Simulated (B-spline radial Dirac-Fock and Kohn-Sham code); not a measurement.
# Mg: input and output of one calculation

ΔSCF core binding energies without Breit or QED terms, calculated with an atomic code on a B-spline grid.

Input (task.json):

```json
{"items": [{"Z": 12, "q": 0, "cfg": [[1, 0, 2], [2, 0, 2], [2, 1, 6], [3, 0, 2]], "A": 24, "rrms": 3.057, "do": "settings", "holes": ["K", "L3", "M5"],
  "settings": [{"rel": "dirac", "method": "pbe,pbe", "nuc": "fermi", "radius_factor": 1.0, "rmax": 45.0, "h": 0.3, "order": 8, "points": 10, "c_factor": 1.0, "maxit": 60, "damp": 0.5, "ndamp": 3, "tol": 1e-08}]}]}
```

Command: `python xray2_run.py task.json out`

Ground-state iterations:

```
iter   energy (Ha)        error
   1     -199.99382811  4.70e-01
   2     -200.16211055  9.86e-02
   3     -200.27808554  1.44e-02
   4     -200.27981355  5.70e-03
   5     -200.27985079  7.60e-04
   6     -200.27985800  4.95e-04
   7     -200.27986102  1.55e-05
   8     -200.27986102  3.61e-06
   9     -200.27986102  1.22e-07
```

The ground state converged in 9 iterations, with total energy -200.27986 Ha, virial ratio 1.99855 and highest orbital energy -4.71 eV. ΔSCF binding energies: K (1s) 1322.4 eV, L3 (2p3/2) 58.44 eV. Holes are computed only in closed shells, and unreliable hole states are left out.
